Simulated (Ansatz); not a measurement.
Consider the ligand exchange at a Ge–O bond: `[F][GeH2][O][SiH3]` + HCl → `[F][GeH2][Cl]` + `O[SiH3]`.

Program: Ansatz. Geometries: PBE0-D4/def2-TZVP. ΔE: electronic, gas phase. CCSD(T)/CBS adds triple-zeta CCSD(T) − MP2 to the extrapolated MP2 energy (def2 sets, frozen cores). This one scheme is used for every species. Functionals use def2-TZVPP. For Ge outer-core shells are correlated without core-valence functions, which leaves a few kJ/mol of doubt a bond. Scalar relativity is left out up to krypton. One conformer a species, not always the lowest.

```
             species  B97M-V energy (Eh)
`[F][GeH2][O][SiH3]`         -2544.23378
                 HCl          -460.69783
     `[F][GeH2][Cl]`         -2637.84216
           `O[SiH3]`          -367.09867
```

Task: Work out ΔE.

Result: ΔE = (-2637.84216) + (-367.09867) − (-2544.23378) − (-460.69783) = -0.00922 Eh = -0.25 eV. CCSD(T)/CBS gives -0.19 eV.

Largest T1 diagnostic among the species: 0.012.

The D4 term adds +0.04 eV with B3LYP and +0.03 eV with PBE0; it sums over pairs of atoms, weighted by their polarisabilities, and B3LYP, whose exchange is more repulsive, gets the larger term. At CCSD(T), def2-SVP lies +0.11 eV from the extrapolated value and def2-TZVPP +0.03 eV.

B3LYP here is the variant with VWN-RPA as its local correlation; programs differ in this.
